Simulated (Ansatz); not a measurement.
Cost and result for the atomization energy of BF₂H₃Si, SMILES `FB(F)[SiH3]` (7 atoms, 6 bonds).

The species carries charge 0 and has multiplicity 1. All single points use the PBE0-D4/def2-TZVP geometry. Program: Ansatz. All runs use 4 threads of an Arm Neoverse N1 on a shared host. Times are those of one run each, without the atoms' runs, and a repeat can differ threefold. Electronic energies, without spin–orbit coupling; frozen cores. CCSD(T)/CBS adds CCSD(T) − MP2 in def2-TZVPP to the MP2 limit, and its time is that of the two runs behind it. T1 = 0.014. B3LYP takes the VWN-RPA correlation (the form of Gaussian; ORCA's B3LYP/G).

CCSD(T)/CBS is a level of theory with its own doubt, some kJ/mol a heavy atom from the limit and from the frozen cores, so smaller differences don't rank the functionals.

```tsv
level	functions	wall time
BLYP-D4/def2-TZVPP	177	1.6 s
PBE-D4/def2-TZVPP (with forces)	177	1.8 s
CCSD(T)/def2-SVP	75	1.9 s
B3LYP-D4/def2-TZVPP (with forces)	177	2.7 s
B2PLYP/def2-TZVPP	177	3.8 s
PBE-QIDH/def2-TZVPP	177	3.9 s
r2SCANh-D4/def2-TZVPP	177	4 s
ωB97X-V/def2-TZVPP	177	6 s
B97M-V/def2-TZVPP	177	6.5 s
ωB97M-V/def2-TZVPP (with forces)	177	7.5 s
MP2/def2-QZVPP	331	11 s
CCSD(T)/def2-TZVPP	177	37 s
CCSD(T)/CBS(def2)	–	48 s
```

Problem. What atomization energy does each give, and how far from CCSD(T)/CBS? (Estimate.)

Solution. The calculation gave: 
| level | atomization (kJ/mol) | difference from CCSD(T)/CBS | per bond |
| --- | --- | --- | --- |
| BLYP-D4/def2-TZVPP | 2566.8 | -2.7 | -0.5 |
| PBE-D4/def2-TZVPP (with forces) | 2599.5 | 30.0 | 5.0 |
| CCSD(T)/def2-SVP | 2444.2 | -125.3 | -20.9 |
| B3LYP-D4/def2-TZVPP (with forces) | 2568.1 | -1.4 | -0.2 |
| B2PLYP/def2-TZVPP | 2551.5 | -18.0 | -3.0 |
| PBE-QIDH/def2-TZVPP | 2549.0 | -20.5 | -3.4 |
| r2SCANh-D4/def2-TZVPP | 2565.7 | -3.8 | -0.6 |
| ωB97X-V/def2-TZVPP | 2583.3 | 13.8 | 2.3 |
| B97M-V/def2-TZVPP | 2584.7 | 15.2 | 2.5 |
| ωB97M-V/def2-TZVPP (with forces) | 2577.9 | 8.4 | 1.4 |
| MP2/def2-QZVPP | 2604.5 | 35.0 | 5.8 |
| CCSD(T)/def2-TZVPP | 2510.4 | -59.1 | -9.9 |
| CCSD(T)/CBS(def2) | 2569.5 | 0.0 | 0.0 |

From PBE to PBE0 (25 % exact exchange), in def2-TZVPP and without D4, the atomization energy moves by −44.5 kJ/mol: exact exchange takes away binding that semilocal exchange gives to molecules. In def2-TZVPP, CCSD(T) changes the Hartree–Fock value by +521.3 kJ/mol (the triples alone add +31.2 kJ/mol) and MP2 by +579.9 kJ/mol; breaking electron pairs costs correlation energy, which Hartree–Fock lacks. The D4 term adds +16.5 kJ/mol with B3LYP and +8.5 kJ/mol with PBE0; it sums over pairs of atoms, weighted by their polarisabilities, and B3LYP, whose exchange is more repulsive, gets the larger term.
